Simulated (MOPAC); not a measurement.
Input file for MOPAC: PM6 on FH5N2Sn (SMILES [NH2][SnH]([NH2])[F]), a point of a torsion scan.

```
PM6 1SCF PRECISE CHARGE=0 THREADS=1
FH5N2Sn

N     -1.63810287 1    -0.47293224 1     0.50057702 1
Sn    -0.11571591 1     0.76763428 1     0.10233344 1
N      1.41083530 1     0.11978299 1     1.21603964 1
F      0.58631932 1     0.30235049 1    -1.65624100 1
H     -1.48456393 1    -1.36552560 1     0.04353917 1
H     -2.53662582 1    -0.13760998 1     0.17224001 1
H     -0.53740197 1     2.40374350 1    -0.07254624 1
H      1.32596346 1     0.31754282 1     2.20454229 1
H      2.31367933 1     0.46003885 1     0.90895638 1
```

Program output:

```
*******************************************************************************
 **                                                                           **
 **                              MOPAC v23.2.5                                **
 **                                                                           **
 *******************************************************************************
 ** MOPAC's Digital Object Identifier: https://doi.org/10.5281/zenodo.6511958 **
 **                                                                           **
 ** Please cite the open-source release paper for use of this MOPAC version:  **
 ** J. E. Moussa and J. J. P. Stewart (2026)                                  **
 ** MOPAC: An open-source semiempirical molecular orbital program             **
 ** J. Open Source Softw., 11(119), 8025, https://doi.org/10.21105/joss.08025 **
 *******************************************************************************

                              PM6 CALCULATION RESULTS

 *******************************************************************************
 *  PM6        - The PM6 Hamiltonian to be used
 *
 *
 *
 *                 CHARGE ON SYSTEM = 0
 *
 *
 *
 *  PRECISE    - TIGHTER CRITERIA TO BE USED
 *  1SCF       - DO 1 SCF AND THEN STOP
 *  THREADS=1  - MULTI-THREADING NOT USED
 *  T=         - A TIME OF 172800.0 SECONDS REQUESTED
 *  DUMP=N     - RESTART FILE WRITTEN EVERY 7200.0 SECONDS REQUESTED
 *******************************************************************************
PM6 1SCF PRECISE CHARGE=0 THREADS=1
 FH5N2Sn

   ATOM   CHEMICAL          X               Y               Z
  NUMBER   SYMBOL      (ANGSTROMS)     (ANGSTROMS)     (ANGSTROMS)

     1       N         -1.63810287  *  -0.47293224  *   0.50057702  *
     2      Sn         -0.11571591  *   0.76763428  *   0.10233344  *
     3       N          1.41083530  *   0.11978299  *   1.21603964  *
     4       F          0.58631932  *   0.30235049  *  -1.65624100  *
     5       H         -1.48456393  *  -1.36552560  *   0.04353917  *
     6       H         -2.53662582  *  -0.13760998  *   0.17224001  *
     7       H         -0.53740197  *   2.40374350  *  -0.07254624  *
     8       H          1.32596346  *   0.31754282  *   2.20454229  *
     9       H          2.31367933  *   0.46003885  *   0.90895638  *



          CARTESIAN COORDINATES

    NO.       ATOM           X           Y           Z

     1         N         -1.6381     -0.4729      0.5006
     2        Sn         -0.1157      0.7676      0.1023
     3         N          1.4108      0.1198      1.2160
     4         F          0.5863      0.3024     -1.6562
     5         H         -1.4846     -1.3655      0.0435
     6         H         -2.5366     -0.1376      0.1722
     7         H         -0.5374      2.4037     -0.0725
     8         H          1.3260      0.3175      2.2045
     9         H          2.3137      0.4600      0.9090

 General Reference for PM6:
 "Optimization of Parameters for Semiempirical Methods V: Modification of NDDO Approximations
 and Application to 70 Elements", J. J. P. Stewart, J. Mol. Mod., 13, 1173-1213 (2007)
 URL: https://link.springer.com/article/10.1007/s00894-007-0233-4

           Empirical Formula: H5 N2 Sn F  =     9 atoms



      MOLECULAR POINT GROUP   :   C1


      RHF CALCULATION, NO. OF DOUBLY OCCUPIED LEVELS = 13


 -------------------------------------------------------------------------------
 PM6 1SCF PRECISE CHARGE=0 THREADS=1
 FH5N2Sn



     1SCF WAS SPECIFIED, SO BFGS WAS NOT USED
     SCF FIELD WAS ACHIEVED


                              PM6 CALCULATION
                                                       MOPAC v23.2.5 Linux




          FINAL HEAT OF FORMATION =        -29.59254 KCAL/MOL =    -123.81519 KJ/MOL


          COSMO AREA              =        116.44 SQUARE ANGSTROMS
          COSMO VOLUME            =        105.14 CUBIC ANGSTROMS

          IONIZATION POTENTIAL    =          9.545749 EV
          HOMO LUMO ENERGIES (EV) =         -9.546  0.328
          NO. OF FILLED LEVELS    =         13
          MOLECULAR WEIGHT        =        170.7413         POINT GROUP:  C1

          MOLECULAR DIMENSIONS (Angstroms)

            Atom       Atom       Distance
            H     9    H     6     4.94221
            F     4    H     8     3.70871
            H     5    H     7     3.61782


          SCF CALCULATIONS        =          1





   ATOM   CHEMICAL          X               Y               Z
  NUMBER   SYMBOL      (ANGSTROMS)     (ANGSTROMS)     (ANGSTROMS)

     1       N         -1.63810287  *  -0.47293224  *   0.50057702  *
     2      Sn         -0.11571591  *   0.76763428  *   0.10233344  *
     3       N          1.41083530  *   0.11978299  *   1.21603964  *
     4       F          0.58631932  *   0.30235049  *  -1.65624100  *
     5       H         -1.48456393  *  -1.36552560  *   0.04353917  *
     6       H         -2.53662582  *  -0.13760998  *   0.17224001  *
     7       H         -0.53740197  *   2.40374350  *  -0.07254624  *
     8       H          1.32596346  *   0.31754282  *   2.20454229  *
     9       H          2.31367933  *   0.46003885  *   0.90895638  *

                             CARTESIAN COORDINATES

   1    N       -1.638102870    -0.472932240     0.500577020
   2   Sn       -0.115715910     0.767634280     0.102333440
   3    N        1.410835300     0.119782990     1.216039640
   4    F        0.586319320     0.302350490    -1.656241000
   5    H       -1.484563930    -1.365525600     0.043539170
   6    H       -2.536625820    -0.137609980     0.172240010
   7    H       -0.537401970     2.403743500    -0.072546240
   8    H        1.325963460     0.317542820     2.204542290
   9    H        2.313679330     0.460038850     0.908956380


           Empirical Formula: H5 N2 Sn F  =     9 atoms



      MOLECULAR POINT GROUP   :   C1


                  EIGENVALUES
 -36.92649 -29.93889 -29.73104 -17.08616 -16.35756 -16.27022 -14.18870 -14.02221
 -13.40241 -13.06167 -12.48927 -10.16306  -9.54575   0.32765   2.17313   2.46304
   3.52411   5.66397   5.92431   6.78594   6.92137


              NET ATOMIC CHARGES AND DIPOLE CONTRIBUTIONS

  ATOM NO.   TYPE          CHARGE      No. of ELECS.   s-Pop       p-Pop
    1          N          -0.806096        5.8061     1.63504     4.17105
    2         Sn           1.406933        2.5931     1.08944     1.50362
    3          N          -0.816491        5.8165     1.61469     4.20180
    4          F          -0.596477        7.5965     1.97572     5.62076
    5          H           0.235274        0.7647     0.76473
    6          H           0.219797        0.7802     0.78020
    7          H          -0.102141        1.1021     1.10214
    8          H           0.227950        0.7721     0.77205
    9          H           0.231251        0.7687     0.76875
 DIPOLE           X         Y         Z       TOTAL
 POINT-CHG.    -1.723     3.674     2.419     4.724
 HYBRID         0.317    -0.059    -0.779     0.843
 SUM           -1.405     3.614     1.640     4.210


          ATOMIC ORBITAL ELECTRON POPULATIONS

     Atom    s        px        py        pz
    1  N   1.63504   1.23605   1.26273   1.67227
    2 Sn   1.08944   0.49655   0.61122   0.39585
    3  N   1.61469   1.23941   1.74839   1.21401
    4  F   1.97572   1.94253   1.97426   1.70396
    5  H   0.76473
    6  H   0.78020
    7  H   1.10214
    8  H   0.77205
    9  H   0.76875

 **********************
 *                    *
 * JOB ENDED NORMALLY *
 *                    *
 **********************




 == MOPAC DONE ==
```

The run finished.

Cost: roughly 0.020 core-seconds.
